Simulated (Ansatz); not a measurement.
CH10B2Si2 (`B[SiH2]B(C)[SiH3]`), relaxed with RKS PBE0-D4/def2-TZVP in Ansatz 0.2.0 from a PBE-D4/def2-SVP geometry. The force threshold is 0.005 eV/Å; the program also tests the step.

The species carries charge 0 and has multiplicity 1.

Start:

```xyz
15

B     0.842    1.951   -1.174
Si    1.558    0.157   -0.681
B    -0.070   -0.385    0.426
C    -0.315    0.225    1.841
Si   -1.368   -1.644   -0.485
H     1.029    2.902   -0.436
H     0.100    2.096   -2.128
H     2.792    0.210    0.188
H     1.778   -0.781   -1.841
H    -0.973    1.106    1.617
H     0.573    0.630    2.367
H    -0.914   -0.409    2.526
H    -0.757   -3.027   -0.425
H    -2.735   -1.724    0.152
H    -1.541   -1.307   -1.946
```

(1) How much energy does the relaxation release, and in how many steps? (An estimate is asked.)

(2) Which bonds change most? (Estimate.)

(3) Give the relaxed structure. (Best estimate.)

## Answers

(1) Ansatz gave: 0.05 eV, in 7 steps.

(2) The calculation gave: B1–H6 from 1.218 to 1.196 Å; B1–H7 from 1.217 to 1.196 Å; Si5–H13 from 1.513 to 1.494 Å; Si5–H15 from 1.508 to 1.490 Å.

(3) The calculation gave: 
```xyz
15

B     0.888    1.999   -1.222
Si    1.521    0.189   -0.667
B    -0.085   -0.397    0.423
C    -0.331    0.181    1.845
Si   -1.382   -1.660   -0.464
H     1.090    2.950   -0.525
H     0.209    2.152   -2.194
H     2.738    0.247    0.194
H     1.773   -0.724   -1.817
H    -0.997    1.044    1.655
H     0.545    0.577    2.363
H    -0.898   -0.472    2.513
H    -0.771   -3.021   -0.389
H    -2.722   -1.727    0.190
H    -1.578   -1.338   -1.905
```
